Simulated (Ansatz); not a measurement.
C₂H₇ClSn⁺, that is SnHMe2Cl with one electron fewer. Total charge 1; doublet. Geometry PBE-D4/def2-SVP, that of the neutral singlet; atoms count from 1.

```xyz
11

Sn   -0.7184    0.1836   -0.1817
H    -1.8654    0.0136   -1.4712
C     0.9879    1.3934   -0.7287
H     1.5311    0.9211   -1.5707
H     1.6657    1.4819    0.1414
H     0.6479    2.4017   -1.0307
C    -0.1693   -1.7073    0.7110
H    -1.0766   -2.2280    1.0705
H     0.5083   -1.5222    1.5659
H     0.3470   -2.3416   -0.0362
Cl   -1.8582    1.4038    1.5304
```

In the def2 sets Sn takes a core potential; there is no spin–orbit coupling.

(1) Estimate the Mulliken populations from the PBE0/def2-TZVP orbitals of Ansatz.

(2) Where does the spin sit?

(3) And the Mayer bond orders between heavy atoms (over 0.3)?

Answers

(1) 
```tsv
atom	charge (e)	spin (α − β)
Sn1	0.76	0.01
H2	0.06	-0.03
C3	-0.51	0.31
H4	0.21	0.00
H5	0.21	0.00
H6	0.22	0.01
C7	-0.51	0.31
H8	0.22	0.01
H9	0.21	0.00
H10	0.21	0.00
Cl11	-0.09	0.38
```
Mulliken values depend strongly on the basis.

(2) Summed by element: Sn 0.01, H -0.02, C 0.63, Cl 0.38, of 1 unpaired in all. Largest on single atoms: Cl11 0.38, C3 0.31, C7 0.31.

(3) Sn1–C3 0.78 (2.16 Å); Sn1–C7 0.78 (2.16 Å); Sn1–Cl11 1.00 (2.39 Å).
